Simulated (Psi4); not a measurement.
F$_{6}$Si, charge -2, singlet, at a GFN2-xTB geometry (a gas-phase anion, which may not be bound at this level); PBE0/STO-3G (Psi4).

Psi4 was given this input:
```
memory 2 GB

molecule {
-2 1
  F     0.39884880   -1.65434300   -0.16462041
  Si    0.00000000    0.00000000   -0.00000000
  F     1.17504728    0.40027767   -1.17561587
  F    -1.17504728   -0.40027767    1.17561587
  F     1.17610141    0.16111496    1.23038955
  F    -0.39884880    1.65434300    0.16462041
  F    -1.17610141   -0.16111496   -1.23038955
}

set basis sto-3g

energy('pbe0')
print_variables()
```

### Question
Predict the main parts of the log of this Psi4 run.

### Answer

```
   => Loading Basis Set <=

    Name: STO-3G
    Role: ORBITAL
    Keyword: BASIS

         ---------------------------------------------------------
                                   SCF
               by Justin Turney, Rob Parrish, Andy Simmonett
                          and Daniel G. A. Smith
                              RKS Reference
         ---------------------------------------------------------

  ==> Geometry <==

    Molecular point group: d2h
    Full point group: Oh

    Geometry (in Angstrom), charge = -2, multiplicity = 1:

       Center              X                  Y                   Z               Mass
    ------------   -----------------  -----------------  -----------------  -----------------
         F            0.000000000000     0.000000000000    -1.709687400170    18.998403162730
         SI           0.000000000000     0.000000000000     0.000000000000    27.976926534650
         F            1.709687397489     0.000000000000     0.000000000000    18.998403162730
         F           -1.709687397489    -0.000000000000     0.000000000000    18.998403162730
         F            0.000000000000    -1.709687398821     0.000000000000    18.998403162730
         F            0.000000000000    -0.000000000000     1.709687400170    18.998403162730
         F           -0.000000000000     1.709687398821     0.000000000000    18.998403162730

  Running in d2h symmetry.

  Rotational constants: A =      0.07589  B =      0.07589  C =      0.07589 [cm^-1]
  Rotational constants: A =   2275.13246  B =   2275.13246  C =   2275.13246 [MHz]
  Nuclear repulsion =  484.334518000286948

  Charge       = -2
  Multiplicity = 1
  Electrons    = 70
  Nalpha       = 35
  Nbeta        = 35

  ==> Algorithm <==

  SCF Algorithm Type is DF.
  DIIS enabled.
  MOM disabled.
  Fractional occupation disabled.
  Guess Type is SAD.
  Energy threshold   = 1.00e-06
  Density threshold  = 1.00e-06
  Integral threshold = 1.00e-12

  ==> Primary Basis <==

  Basis Set: STO-3G
    Blend: STO-3G
    Number of shells: 23
    Number of basis functions: 39
    Number of Cartesian functions: 39
    Spherical Harmonics?: true
    Max angular momentum: 1

  ==> DFT Potential <==

   => LibXC <=

    Version 7.1.2
    S. Lehtola, C. Steigemann, M. J. T. Oliveira, and M. A. L. Marques,  SoftwareX 7, 1–5 (2018) (10.1016/j.softx.2017.11.002)

   => Composite Functional: PBE0 <=

    PBE0 Hyb-GGA Exchange-Correlation Functional

    C. Adamo and V. Barone,  J. Chem. Phys. 110, 6158 (1999) (10.1063/1.478522)
    M. Ernzerhof and G. E. Scuseria,  J. Chem. Phys. 110, 5029 (1999) (10.1063/1.478401)

    Deriv               =              1
    GGA                 =           TRUE
    Meta                =          FALSE

    Exchange Hybrid     =           TRUE
    MP2 Hybrid          =          FALSE

   => Exchange Functionals <=

    0.7500   Perdew, Burke & Ernzerhof

   => Exact (HF) Exchange <=

    0.2500               HF

   => Correlation Functionals <=

    1.0000   Perdew, Burke & Ernzerhof

   => LibXC Density Thresholds  <==

    XC_HYB_GGA_XC_PBEH:  1.00E-15

   => Molecular Quadrature <=

    Radial Scheme          =       TREUTLER
    Pruning Scheme         =           NONE
    Nuclear Scheme         =       TREUTLER

    Blocking Scheme        =         OCTREE
    BS radius alpha        =              1
    Pruning alpha          =              1
    Radial Points          =             75
    Spherical Points       =            302
    Total Points           =         149074
    Total Blocks           =           1220
    Max Points             =            255
    Max Functions          =             35
    Weights Tolerance      =       1.00E-15

   => Loading Basis Set <=

    Name: (STO-3G AUX)
    Role: JKFIT
    Keyword: DF_BASIS_SCF

  ==> Integral Setup <==

  SCF_SUBTYPE=INCORE selected. In-core MEM_DF algorithm will be used.
  Using in-core AOs.

  ==> MemDFJK: Density-Fitted J/K Matrices <==

    J tasked:                   Yes
    K tasked:                   Yes
    wK tasked:                   No
    Algorithm:                 Core
    Schwarz Cutoff:           1E-12
    Mask sparsity (%):       2.7613
    Fitting Condition:        1E-10

   => Auxiliary Basis Set <=

  Basis Set: (STO-3G AUX)
    Blend: DEF2-UNIVERSAL-JKFIT
    Number of shells: 188
    Number of basis functions: 590
    Number of Cartesian functions: 713
    Spherical Harmonics?: true
    Max angular momentum: 4

  Minimum eigenvalue in the overlap matrix is 3.5588335034E-01.
  Reciprocal condition number of the overlap matrix is 2.0615902333E-01.
    Using symmetric orthogonalization.

  ==> Pre-Iterations <==

  SCF Guess: Superposition of Atomic Densities via on-the-fly atomic UHF (no occupation information).

   -------------------------
    Irrep   Nso     Nmo
   -------------------------
     Ag        12      12
     B1g        2       2
     B2g        2       2
     B3g        2       2
     Au         0       0
     B1u        7       7
     B2u        7       7
     B3u        7       7
   -------------------------
    Total      39      39
   -------------------------

  ==> Iterations <==

                           Total Energy        Delta E     RMS |[F,P]|

   @DF-RKS iter SAD:  -873.93387780677244   -8.73934e+02   0.00000e+00
   @DF-RKS iter   1:  -875.35094384972240   -1.41707e+00   2.35763e-02 DIIS/ADIIS
   @DF-RKS iter   2:  -875.44592032492778   -9.49765e-02   1.26611e-02 DIIS/ADIIS
   @DF-RKS iter   3:  -875.47881250551472   -3.28922e-02   8.78733e-04 DIIS/ADIIS
   @DF-RKS iter   4:  -875.47896824134159   -1.55736e-04   9.45345e-06 DIIS
   @DF-RKS iter   5:  -875.47896826786780   -2.65262e-08   7.39911e-07 DIIS
  Energy and wave function converged.

  ==> Post-Iterations <==

   Electrons on quadrature grid:
      Ntotal   =   69.9998326851 ; deviation = -1.673e-04

    Orbital Energies [Eh]
    ---------------------

    Doubly Occupied:

       1Ag   -65.017125     2Ag   -23.677038     1B3u  -23.676810
       1B2u  -23.676810     1B1u  -23.676810     3Ag   -23.676138
       4Ag   -23.676138     5Ag    -4.659091     2B3u   -2.936472
       2B2u   -2.936472     2B1u   -2.936472     6Ag    -0.535825
       3B3u   -0.478136     3B2u   -0.478136     3B1u   -0.478136
       7Ag    -0.447791     8Ag    -0.447791     9Ag     0.116399
       4B3u    0.217772     4B2u    0.217772     4B1u    0.217772
       1B1g    0.357228     1B2g    0.357228     1B3g    0.357228
      10Ag     0.369007    11Ag     0.369007     5B1u    0.383549
       5B2u    0.383549     5B3u    0.383549     6B1u    0.389095
       6B2u    0.389095     6B3u    0.389095     2B1g    0.401361
       2B2g    0.401361     2B3g    0.401361

    Virtual:

      12Ag     0.896039     7B1u    1.042833     7B2u    1.042833
       7B3u    1.042833

    Final Occupation by Irrep:
             Ag   B1g   B2g   B3g    Au   B1u   B2u   B3u
    DOCC [    11,    2,    2,    2,    0,    6,    6,    6 ]
    NA   [    11,    2,    2,    2,    0,    6,    6,    6 ]
    NB   [    11,    2,    2,    2,    0,    6,    6,    6 ]

  @DF-RKS Final Energy:  -875.47896826786780

   => Energetics <=

    Nuclear Repulsion Energy =            484.3345180002869483
    One-Electron Energy =               -2238.9321460965211372
    Two-Electron Energy =                 943.9578304162408813
    DFT Exchange-Correlation Energy =     -64.8391705878745910
    Empirical Dispersion Energy =           0.0000000000000000
    VV10 Nonlocal Energy =                  0.0000000000000000
    Total Energy =                       -875.4789682678677991

Computation Completed

Properties will be evaluated at   0.000000,   0.000000,   0.000000 [a0]

Properties computed using the SCF density matrix

 Multipole Moments:

 ------------------------------------------------------------------------------------
     Multipole            Electronic (a.u.)      Nuclear  (a.u.)        Total (a.u.)
 ------------------------------------------------------------------------------------

 L = 1.  Multiply by 2.5417464519 to convert [e a0] to [Debye]
 Dipole X            :          0.0000000            0.0000000            0.0000000
 Dipole Y            :          0.0000000            0.0000000            0.0000000
 Dipole Z            :          0.0000000            0.0000000            0.0000000
 Magnitude           :                                                    0.0000000

 ------------------------------------------------------------------------------------

  Variable Map:
  ----------------------------------------------------------------------------
  "CURRENT ENERGY"              =>    -875.478968267868
  "CURRENT REFERENCE ENERGY"    =>    -875.478968267868
  "DD SOLVATION ENERGY"         =>       0.000000000000
  "DFT FUNCTIONAL TOTAL ENERGY" =>    -875.478968267868
  "DFT TOTAL ENERGY"            =>    -875.478968267868
  "DFT VV10 ENERGY"             =>       0.000000000000
  "DFT XC ENERGY"               =>     -64.839170587875
  "GRID ELECTRONS ALPHA"        =>      34.999916342561
  "GRID ELECTRONS BETA"         =>      34.999916342561
  "GRID ELECTRONS TOTAL"        =>      69.999832685121
  "NUCLEAR REPULSION ENERGY"    =>     484.334518000287
  "ONE-ELECTRON ENERGY"         =>   -2238.932146096521
  "PCM POLARIZATION ENERGY"     =>       0.000000000000
  "PE ENERGY"                   =>       0.000000000000
  "SCF ITERATION ENERGY"        =>    -875.478968267868
  "SCF ITERATIONS"              =>       5.000000000000
  "SCF TOTAL ENERGY"            =>    -875.478968267868
  "TWO-ELECTRON ENERGY"         =>     943.957830416241
  "XC GRID RADIAL POINTS"       =>      75.000000000000
  "XC GRID SPHERICAL POINTS"    =>     302.000000000000
  "XC GRID TOTAL POINTS"        =>  149074.000000000000

  Array Variable Map:
  ----------------------------------------------------------------------------
  "CURRENT DIPOLE"              =>       0.000000000000 ... 0.000000000000 1 by 3
  "SCF DIPOLE"                  =>       0.000000000000 ... 0.000000000000 1 by 3
  "SCF TOTAL ENERGIES"          =>    -873.933877806772 ... -875.478968267868 1 by 6
```
